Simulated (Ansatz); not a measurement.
Species: ZnF2 (charge -1, doublet). The spin state was set by rule; other spins were not relaxed. 
Structure (B3LYP-D3(BJ)/def2-TZVP (Ansatz, a quantum-chemistry and plane-wave program) minimum search):
```xyz
3

Zn     0.2926    -0.1101    -0.1813
F     -0.6841     1.4053    -0.7568
F     -0.2912    -1.0384     1.3611
```
Charge -1, spin multiplicity 2.

Parts of the frozen-core correlation energy in def2-TZVPP (Ansatz, hartree). Frozen orbitals: 11; correlated occupied orbitals by spin: 14 and 13; virtual: 101 and 102. UHF or UKS for open shells. Spin-orbit coupling is left out. Non-relativistic.

```
term                             value
-------------------------  -----------
reference (HF)             -1976.84874
MP2 opposite-spin             -0.69142
MP2 same-spin                 -0.31757
CCSD correlation              -0.96199
(T)                           -0.02715
T1 diagnostic                    0.018
largest doubles amplitude        0.018
<S^2> of the reference           0.752
```
